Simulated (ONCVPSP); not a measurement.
# Scattering properties, ONCV potential for In

* Element: In
* Generator: ONCVPSP 4.0.1
* Type: optimised norm-conserving Vanderbilt (ONCV)
* Functional: revPBE
* Relativity: scalar-relativistic
* Frozen core: [Kr]
* Valence charge: 13
* Reference configuration: 4d10 5s2 5p0.5 (charge +0.5)
* Partial waves: 5s: rc 1.55 bohr, ncon 3, nbas 7, qcut 3.5 1/bohr, local; 5p: rc 2.30 bohr, ncon 4, nbas 7, qcut 4.2 1/bohr, 1 projector; 4d: rc 1.55 bohr, ncon 5, nbas 10, qcut 8.7 1/bohr, 2 projectors, debl 1.7 Ha
* Local potential: the s channel
* Core correction: Teter function fitted to the true core (icmod 2), fcfact 0.65

The phase is arctan(r·R′/R) of the radial function R(r), unwrapped; energies in Ha, scanned from -2 to 5 Ha. A pole is an energy at which the radial function vanishes at the test radius. The pseudo phase is shifted by a multiple of π to meet the all-electron one at the reference energy, and phase errors are pseudo minus all-electron; the curves can meet again beyond the range given. Levels narrower than the energy grid can be missing from the lists of poles.

| channel | radius (bohr) | reference energy (Ha) | poles, all-electron | poles, pseudo | unbroken range about the reference energy with phases within 0.05 rad | phase error 1 Ha above the reference energy (rad) |
| --- | --- | --- | --- | --- | --- | --- |
| s | 1.57 | -0.42 | none | 2.45 | -1.9 to 0.1 | -0.166 |
| p | 2.34 | -0.19 | 1.62 | 1.47 | below 2.1 | -0.011 |
| d | 1.57 | -0.81 | 0.05 | 0.05 | below 3.1 | +0.000 |

Phases in the d channel:

```json
{"E (Ha)": "-1.98", "all-electron": "0.701", "pseudo": "0.703"}
{"E (Ha)": "-1.80", "all-electron": "0.501", "pseudo": "0.504"}
{"E (Ha)": "-1.62", "all-electron": "0.206", "pseudo": "0.208"}
{"E (Ha)": "-1.44", "all-electron": "-0.189", "pseudo": "-0.187"}
{"E (Ha)": "-1.26", "all-electron": "-0.593", "pseudo": "-0.592"}
{"E (Ha)": "-1.08", "all-electron": "-0.908", "pseudo": "-0.907"}
{"E (Ha)": "-0.90", "all-electron": "-1.122", "pseudo": "-1.122"}
{"E (Ha)": "-0.72", "all-electron": "-1.268", "pseudo": "-1.268"}
{"E (Ha)": "-0.54", "all-electron": "-1.371", "pseudo": "-1.371"}
{"E (Ha)": "-0.36", "all-electron": "-1.448", "pseudo": "-1.448"}
{"E (Ha)": "-0.18", "all-electron": "-1.509", "pseudo": "-1.509"}
{"E (Ha)": "0.00", "all-electron": "-1.558", "pseudo": "-1.558"}
{"E (Ha)": "0.18", "all-electron": "-1.601", "pseudo": "-1.601"}
{"E (Ha)": "0.36", "all-electron": "-1.639", "pseudo": "-1.638"}
{"E (Ha)": "0.54", "all-electron": "-1.673", "pseudo": "-1.673"}
{"E (Ha)": "0.72", "all-electron": "-1.706", "pseudo": "-1.706"}
{"E (Ha)": "0.90", "all-electron": "-1.738", "pseudo": "-1.738"}
{"E (Ha)": "1.08", "all-electron": "-1.771", "pseudo": "-1.771"}
{"E (Ha)": "1.26", "all-electron": "-1.805", "pseudo": "-1.805"}
{"E (Ha)": "1.44", "all-electron": "-1.841", "pseudo": "-1.841"}
{"E (Ha)": "1.62", "all-electron": "-1.881", "pseudo": "-1.881"}
{"E (Ha)": "1.80", "all-electron": "-1.926", "pseudo": "-1.925"}
{"E (Ha)": "1.98", "all-electron": "-1.978", "pseudo": "-1.977"}
{"E (Ha)": "2.16", "all-electron": "-2.041", "pseudo": "-2.037"}
{"E (Ha)": "2.34", "all-electron": "-2.116", "pseudo": "-2.111"}
{"E (Ha)": "2.52", "all-electron": "-2.212", "pseudo": "-2.202"}
{"E (Ha)": "2.70", "all-electron": "-2.334", "pseudo": "-2.317"}
{"E (Ha)": "2.88", "all-electron": "-2.493", "pseudo": "-2.466"}
{"E (Ha)": "3.06", "all-electron": "-2.698", "pseudo": "-2.655"}
{"E (Ha)": "3.24", "all-electron": "-2.950", "pseudo": "-2.889"}
{"E (Ha)": "3.42", "all-electron": "-3.230", "pseudo": "-3.152"}
{"E (Ha)": "3.60", "all-electron": "-3.500", "pseudo": "-3.414"}
{"E (Ha)": "3.78", "all-electron": "-3.728", "pseudo": "-3.645"}
{"E (Ha)": "3.96", "all-electron": "-3.907", "pseudo": "-3.832"}
{"E (Ha)": "4.14", "all-electron": "-4.044", "pseudo": "-3.977"}
{"E (Ha)": "4.32", "all-electron": "-4.149", "pseudo": "-4.090"}
{"E (Ha)": "4.50", "all-electron": "-4.231", "pseudo": "-4.177"}
{"E (Ha)": "4.68", "all-electron": "-4.295", "pseudo": "-4.247"}
{"E (Ha)": "4.86", "all-electron": "-4.348", "pseudo": "-4.303"}
```
